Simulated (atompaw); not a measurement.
# Ag PAW (atompaw): all-electron and pseudo phase curves

- Element: Ag (Z = 47)
- Generator: atompaw 4.2.0.5
- Type: PAW
- Functional: PBEsol
- Relativity: scalar-relativistic
- Frozen core: [Ar] 3d10
- Valence charge: 19
- Reference configuration: 4s2 4p6 4d10 5s0 5p1
- Partial waves: 4s (bound): rc 1.66 bohr; 5s (bound, empty): rc 1.62 bohr; 4p (bound): rc 1.18 bohr; 5p (bound): rc 1.76 bohr; 4d (bound): rc 2.06 bohr; 4d channel at 0.8 Ry: rc 2.06 bohr
- Local potential: troulliermartins scheme with l = 3 at -0.5 Ry, radius 1.76 bohr
- Core correction: smooth core density matched at 1.92 bohr
- Augmentation charge: sinc compensation charge, radius 1.72 bohr; PAW radius 2.06 bohr; waves and projectors: modrrkj vanderbiltortho

The phase is arctan(r·u′/u) with u = r·R(r), unwrapped; energies in Ry, scanned from -9 to 5 Ry. A pole is an energy at which the radial function vanishes at the test radius. The pseudo phase is shifted by a multiple of π to meet the all-electron one at the reference energy, and phase errors are pseudo minus all-electron; the curves can meet again beyond the range given. Levels narrower than the energy grid can be missing from the lists of poles.

| channel | radius (bohr) | reference energy (Ry) | poles, all-electron | poles, pseudo | unbroken range about the reference energy with phases within 0.05 rad | phase error 1 Ry above the reference energy (rad) |
| --- | --- | --- | --- | --- | --- | --- |
| s | 2.07 | -0.42 | -7.05, 4.77 | -7.05, 3.44 | below 3.2 | -0.005 |
| p | 2.07 | -0.12 | -4.28 | -4.28 | the whole range | -0.000 |
| d | 2.07 | -0.69 | -0.02 | none | not even at the reference energy | +2.154 |

Phases in the s channel:

```
E (Ry)  all-electron  pseudo
 -9.00         1.383   1.383
 -8.76         1.378   1.378
 -8.52         1.372   1.372
 -8.28         1.364   1.364
 -8.04         1.353   1.353
 -7.80         1.337   1.337
 -7.56         1.302   1.302
 -7.32         1.147   1.147
 -7.08        -1.532  -1.532
 -6.84        -1.693  -1.693
 -6.60        -1.729  -1.729
 -6.36        -1.748  -1.748
 -6.12        -1.760  -1.760
 -5.88        -1.770  -1.770
 -5.64        -1.779  -1.779
 -5.40        -1.788  -1.788
 -5.16        -1.796  -1.796
 -4.92        -1.805  -1.805
 -4.68        -1.814  -1.814
 -4.44        -1.823  -1.823
 -4.20        -1.833  -1.834
 -3.96        -1.845  -1.845
 -3.72        -1.857  -1.857
 -3.48        -1.870  -1.870
 -3.24        -1.885  -1.885
 -3.00        -1.902  -1.902
 -2.76        -1.921  -1.921
 -2.52        -1.943  -1.944
 -2.28        -1.969  -1.970
 -2.04        -2.000  -2.000
 -1.80        -2.037  -2.037
 -1.56        -2.082  -2.083
 -1.32        -2.139  -2.139
 -1.08        -2.212  -2.212
 -0.84        -2.308  -2.308
 -0.60        -2.438  -2.438
 -0.36        -2.616  -2.616
 -0.12        -2.856  -2.856
  0.12        -3.155  -3.156
  0.36        -3.473  -3.477
  0.60        -3.755  -3.760
  0.84        -3.973  -3.980
  1.08        -4.133  -4.141
  1.32        -4.250  -4.260
  1.56        -4.338  -4.349
  1.80        -4.405  -4.419
  2.04        -4.458  -4.474
  2.28        -4.502  -4.520
  2.52        -4.537  -4.560
  2.76        -4.567  -4.596
  3.00        -4.592  -4.631
  3.24        -4.614  -4.670
  3.48        -4.634  -4.722
  3.72        -4.652  -4.833
  3.96        -4.668  -5.899
  4.20        -4.682  -7.580
  4.44        -4.695  -7.708
  4.68        -4.708  -7.757
  4.92        -4.720  -7.786
```
